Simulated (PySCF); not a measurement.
Mn²⁺: ionisation energy

Mn²⁺ [Ar] 3d5 (6S) → Mn³⁺ [Ar] 3d4 (5D), as a difference of total energies. All numbers are calculated (PySCF 2.14, the spin-free X2C one-electron Hamiltonian (Gaussian nucleus), in ANO-RCC-VTZP). Correlated levels: valence and next inner shell: [Ne] frozen. The calculations carry no spin-orbit coupling.

| method | ionisation energy (eV) | plus first-order spin-orbit estimate | error of that sum (eV) |
| --- | --- | --- | --- |
| UHF | 32.459 | 32.381 | -1.287 |
| MP2 (valence and next inner shell) | 33.898 | 33.819 | +0.151 |
| SCS-MP2 (valence and next inner shell) | 33.359 | 33.280 | -0.388 |
| CCSD (valence and next inner shell) | 33.570 | 33.491 | -0.177 |
| CCSD(T) (valence and next inner shell) | 33.599 | 33.520 | -0.148 |

Reference: 33.668 ± 0.012 eV (measured; NIST Atomic Spectra Database, ionization energies).

A first-order spin-orbit estimate (lowest level to lowest level, LS coupling) adds -0.079 eV.

Errors of the correlated levels include the incompleteness of this basis and the frozen core.
